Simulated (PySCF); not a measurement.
## Electron affinity of Sn by level of theory

Sn- [Kr] 4d10 5s2 5p3 [5p1/2^2 5p3/2^1, M_J = 3/2] → Sn [Kr] 4d10 5s2 5p2 [5p1/2^2, M_J = 0], as a difference of total energies. Calculation: PySCF 2.14, in x2c-TZVPPall-2c with one added diffuse shell each of s, p, d, f type (9s10p6d3f, 90 functions); the two-component X2C-1e Hamiltonian. Correlated levels: [Kr] frozen; the 20 highest virtual spinors dropped. "Screened" scales the spin-orbit matrix elements by Boettger's factors to mimic the two-electron term; Breit and QED terms are absent.

| method | electron affinity (eV) | error (eV) |
| --- | --- | --- |
| GHF (screened spin-orbit) | 0.863 | -0.249 |
| GMP2 (screened spin-orbit) | 1.247 | +0.135 |
| GCCSD (screened spin-orbit) | 1.173 | +0.061 |
| GCCSD(T) (screened spin-orbit) | 1.191 | +0.079 |

Reference: 1.112 eV (measured; photodetachment measurements, as compiled on the Wikipedia data page of electron affinities).

Errors of the correlated levels include the incompleteness of this basis and the frozen core.

The labels give the starting determinants; with spin-orbit coupling the two ends relaxed to ⟨J²⟩ = 3.76, ⟨L²⟩ = 0.04, ⟨S²⟩ = 3.74 and ⟨J²⟩ = 1.37, ⟨L²⟩ = 2.02, ⟨S²⟩ = 1.96.

The determinant of Sn mixes levels of different J (the jj label is only the starting occupation), so the difference between spin-free and spin-orbit rows is not the physical spin-orbit shift.
